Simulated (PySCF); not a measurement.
# Co⁺ (cobalt, charge +1) across methods

[Ar] 3d8, high-spin 3F determinant. All numbers are calculated (PySCF 2.14, the non-relativistic Hamiltonian (point nucleus), in aug-cc-pVDZ (7s6p4d2f, 59 functions)). The B2PLYP total includes its PT2 part (frozen core); its orbital energies are those of the SCF part.

```
method  E (hartree)  mean ε 3p β (eV)  mean ε 3d α (eV)  mean ε 3d β (eV)  Σ⟨r²⟩ (bohr²)   ⟨S²⟩
   PBE    -1382.215           -66.691           -12.856           -11.419          21.05  2.002
PBEsol    -1380.988           -66.552           -12.833           -11.300          21.00  2.002
  PBE0    -1382.239           -70.565           -14.968           -13.317          20.51  2.002
r2SCAN    -1382.443           -67.821           -12.914           -11.495          20.63  2.002
   UHF  -1381.13503           -81.355           -20.911           -18.476          19.65  2.005
  MN15    -1382.612           -70.479           -15.855           -14.029          20.57  2.005
B2PLYP    -1382.185           -74.633           -17.195           -15.328          20.23  2.003
 B3LYP    -1382.505           -69.898           -14.675           -13.154          20.73  2.003
   LDA    -1379.874           -66.751           -13.127           -11.535          21.04  2.002
```
